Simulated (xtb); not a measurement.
C₂H₃BF₂O, SMILES C=C(F)B(O)F. All values are semi-empirical tight-binding results from xtb (GFN2-xTB unless named), good for trends rather than for accurate numbers. Geometry: GFN2-xTB. The structure was generated by enumeration, and PubChem lists no compound with its InChIKey, so it may never have been made. One conformer was computed; it need not be the lowest.

Optimised geometry:

```xyz
9

C     -1.9170    -0.1816    -0.2313
C     -0.6384    -0.4578    -0.0181
F     -0.2942    -1.7643     0.2199
B      0.5867     0.5374     0.0004
O      1.8488     0.1805     0.2129
F      0.3479     1.8275    -0.2124
H     -2.6766    -0.9450    -0.2222
H     -2.2148     0.8324    -0.4197
H      2.0156    -0.7505     0.3658
```
Charge 0, spin multiplicity 1.

Computed properties:
```
Property                                         Result
----------------------------------------  -------------
point group as xtb finds it                          Cs
orbital gap                                     4.42 eV
dipole moment                                    1.31 D
zero-point energy                         33.9 kcal/mol
G − E(el) at 298.15 K (modified RRHO)     14.9 kcal/mol
static polarisability (D4 model)             45.4 bohr³
solvation energy, GFN2-xTB/ALPB(water)    -6.4 kcal/mol
solvation energy, GFN2-xTB/ALPB(acetone)  -7.3 kcal/mol
```

Problem. Give the IR lines (harmonic; lines under 4 % of the strongest left out, lines within 3 cm⁻¹ merged). (The exact figures need the calculation; the answer reports its results.)

Solution. ν (cm⁻¹): 284 (w), 636 (s), 729 (w), 906 (s), 925 (m), 1116 (s), 1264 (s), 1356 (m), 1361 (vs), 1664 (w), 3608 (w) (against the strongest line: vs over 80 %, s over 45 %, m over 15 %, w over 4 %, vw less)

Problem. Give the atomic charges and the Wiberg bond orders between heavy atoms. (An estimate is asked for; the answer gives what the named calculation found.)

Solution. charges (e) C1 -0.09, C2 0.07, F3 -0.25, B4 0.47, O5 -0.41, F6 -0.28, H7 0.08, H8 0.08, H9 0.33. Bond orders C1–C2 1.89, C2–F3 0.94, C2–B4 0.97, B4–O5 1.28, B4–F6 1.04.
